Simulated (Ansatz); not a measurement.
A structure relaxed at r2SCAN-D4/def2-TZVP in Ansatz, charge 0, sextet:

Cartesian coordinates in Å:
```
Mn 0.001 0.000 0.003
N -1.760 -0.059 0.669
H -2.125 -0.736 1.325
H -2.507 0.581 0.436
N 1.760 0.058 -0.668
H 2.538 0.559 -0.261
H 2.092 -0.404 -1.504
```

(1) Give its formula, name or SMILES and point group.

(2) Summarise the bond lengths by kind (pairs closer than 1.2 times the sum of covalent radii, bridged metal pairs left out).

## Answers

(1) Mn(NH2)2 (MnN2H4). Point group D2d (tolerance 0.1 Å).

(2) 2 × Mn–N 1.88 Å; 4 × H–N 1.01 Å. The metal has 2 neighbours: N 1.88 Å, N 1.88 Å.

The relaxation made no stability test and no search for a lower SCF solution.
